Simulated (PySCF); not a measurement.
## A small calculation by hand: chemical shift, span and skew from a shielding tensor

B(OH)2(OEt) (C2H7BO3), SMILES OB(OCC)O. Atoms are numbered in the order given.

```xyz
13

B      0.0051     0.9461    -0.0391
O      0.3323     2.0785    -0.7323
H     -0.2837     2.8057    -0.6264
O     -1.0985     0.8187     0.7691
H     -1.6386     1.6071     0.8493
O      0.8460    -0.1072    -0.1759
C      0.5910    -1.3391     0.4585
C     -0.3673    -2.1942    -0.3431
H      1.5623    -1.8493     0.5608
H      0.1933    -1.1746     1.4746
H      0.0118    -2.3451    -1.3652
H     -0.4957    -3.1810     0.1280
H     -1.3554    -1.7139    -0.4049
```

The structure is a stationary point at PBE0-D3(BJ)/def2-SVP. One conformer was computed; it need not be the lowest.

GIAO shieldings from PySCF with PBE0/pcSseg-1, non-relativistic, no solvent. The symmetric part of the tensor of C8 has the principal values 146.8, 165.7, 184.1 ppm. The same nucleus in TMS has σ = 186.3 ppm at this level (PySCF, at its B3LYP-D3(BJ)/def2-TZVP geometry).

Work out the isotropic shielding, the ¹³C shift against TMS, the span and the skew.


σ(iso) = (σ11 + σ22 + σ33)/3 = 165.5 ppm. δ = σ(ref) − σ(iso) = 186.3 − (165.5) = 20.8 ppm.
Span Ω = σ33 − σ11 = 37.3 ppm. Skew κ = 3(σ(iso) − σ22)/Ω = -0.01. Tumbling in solution averages the tensor to δ; in a static solid the shielding alone would spread this spin-1/2 line over Ω.
